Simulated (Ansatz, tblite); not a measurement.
Removing an electron: Si(NH2)Cl3 (SiNCl3H2). Charge 0, multiplicity 1. Geometry: PBE-D4/def2-SVP. Ansatz, gas phase; energy differences of separate SCF runs; the oxidised species was run as a doublet alone.

```xyz
7

Si   -0.347   -0.428   -0.142
N     0.675    0.923    0.096
H     1.681    0.776    0.199
H     0.342    1.711    0.657
Cl    0.492   -1.607   -1.610
Cl   -2.201    0.267   -0.714
Cl   -0.642   -1.642    1.515
```

The xTB rows come from tblite.

| level | −HOMO (eV) | vertical IE (eV) | −LUMO (eV) | HOMO–LUMO gap (eV) |
| --- | --- | --- | --- | --- |
| GFN1-xTB | 11.50 | 14.45 | 4.35 | 7.15 |
| GFN2-xTB | 11.78 | 14.45 | 5.08 | 6.70 |
| PBE-D4/def2-TZVP | 6.91 | 10.00 | 1.19 | 5.72 |
| r2SCAN-D4/def2-TZVP | 7.26 | 10.22 | 0.79 | 6.48 |
| PBE0-D4/def2-TZVP | 8.40 | 10.48 | 0.18 | 8.22 |

 Raw xTB energy differences between charge states are shifted by several eV; the methods need an empirical correction for them.
